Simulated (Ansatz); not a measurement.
CrO2(OH)2 (CrO₄H₂), 7 atoms. Hardware: 4 threads of Arm Neoverse V1 on a shared host.

Correlated methods freeze 9 core orbitals; core or outer-core shells of Cr are correlated, in sets that lack core-valence functions.

(1) How many basis functions does each of these Ansatz runs have, and roughly what does it cost? PBE0-D4/def2-SVP, charge 0 singlet, energy, from earlier orbitals; RPA@PBE/def2-TZVP, charge 0 singlet, energy, from earlier orbitals; CCSD(T)/def2-TZVP, charge 0 singlet, energy, from earlier orbitals; PBE0-D4/def2-TZVPD, charge 0 singlet, energy, from earlier orbitals; ωB97M-V/def2-TZVP, charge 0 singlet, energy, from earlier orbitals; PBE-D4/def2-SVP, charge 0 singlet, energy, from earlier orbitals; PBE-D4/def2-SVP, charge 0 singlet, frequencies; PBE-D4/def2-TZVP, charge 0 singlet, energy, from earlier orbitals; PBE-D4/def2-TZVP, charge 0 triplet at the geometry of the charge 0 singlet, energy, from earlier orbitals; PBE0-D4/def2-TZVP, charge 0 singlet, energy, from earlier orbitals; PBE-D4/def2-SVP, charge 0 singlet, relaxation, 31 steps; PBE0-D4/def2-TZVP, charge 1 doublet at the geometry of the charge 0 singlet, energy, from earlier orbitals.

Answers

(1) Other jobs shared the machine, so times can vary by a factor of up to 3. A dash marks memory too small to be measured apart from the calling script's.

| run | functions | fitting or Cholesky vectors | wall time | peak host memory (GiB) |
| --- | --- | --- | --- | --- |
| PBE-D4/def2-SVP, charge 0 singlet, energy, from earlier orbitals | 97 | 1085 | 0.95 s | – |
| PBE0-D4/def2-SVP, charge 0 singlet, energy, from earlier orbitals | 97 | 977 | 1.4 s | – |
| PBE-D4/def2-TZVP, charge 0 singlet, energy, from earlier orbitals | 181 | 1121 | 1.8 s | – |
| PBE0-D4/def2-TZVP, charge 0 singlet, energy, from earlier orbitals | 181 | 1181 | 2.6 s | – |
| PBE0-D4/def2-TZVPD, charge 0 singlet, energy, from earlier orbitals | 226 | 1334 | 3.9 s | 0.6 |
| RPA@PBE/def2-TZVP, charge 0 singlet, energy, from earlier orbitals | 181 | 1345 | 4.3 s | – |
| PBE-D4/def2-TZVP, charge 0 triplet at the geometry of the charge 0 singlet, energy, from earlier orbitals | 181 | 1121 | 6.5 s | – |
| ωB97M-V/def2-TZVP, charge 0 singlet, energy, from earlier orbitals | 181 | 1151 | 8.5 s | – |
| PBE0-D4/def2-TZVP, charge 1 doublet at the geometry of the charge 0 singlet, energy, from earlier orbitals | 181 | 1181 | 14 s | 0.82 |
| PBE-D4/def2-SVP, charge 0 singlet, frequencies | 97 | 1085 | 31 s | – |
| PBE-D4/def2-SVP, charge 0 singlet, relaxation, 31 steps | 97 | 1085 | 36 s | – |
| CCSD(T)/def2-TZVP, charge 0 singlet, energy, from earlier orbitals | 181 | 1345 | 2.7 min | 2.3 |
